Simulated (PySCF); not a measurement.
# From computed data to an observable: entropy of an ideal gas

GaH₂Cl, SMILES [Cl][GaH2].

Coordinates come from a B3LYP-D3(BJ)/def2-TZVP optimisation.

B3LYP-D3(BJ)/def2-TZVP (PySCF) gives the harmonic wavenumbers 403, 497, 610, 730, 1999, 2014 cm⁻¹ and the rotational temperatures 6.0470, 0.2126, 0.2054 K. The molar mass is 107.19 g/mol, the symmetry number 2, the spin multiplicity 1.

Problem. Work out the entropy at 298.15 K and 1 atm in the rigid-rotor, harmonic-oscillator model.

Solution. 
Translation (Sackur–Tetrode at 1 atm): S = R[1.5 ln M + 2.5 ln T − 1.16487] = 167.0 J/(mol K).
Rotation: q = (√π/σ) T^1.5/√(θA θB θC) = 8880, S = R[ln q + 3/2] = 88.1 J/(mol K).
Vibration: with u = 1.4388 ν/T, each mode gives R[u/(e^u − 1) − ln(1 − e^−u)]:
```tsv
ν (cm⁻¹)	modes	u	S (J/(mol K))
403	1	1.94	3.98
497	1	2.40	2.79
610	1	2.94	1.81
730	1	3.52	1.14
1999	1	9.65	0.01
2014	1	9.72	0.01
```
These are all the modes. Sum 9.7 J/(mol K).
Spin: R ln 1 = 0.0 J/(mol K).
Total 264.8 J/(mol K); the program's own thermochemistry gives 264.8. Translation makes up 63 % and vibration 4 %. Anharmonicity, hindered rotation and orbital degeneracy are left out.
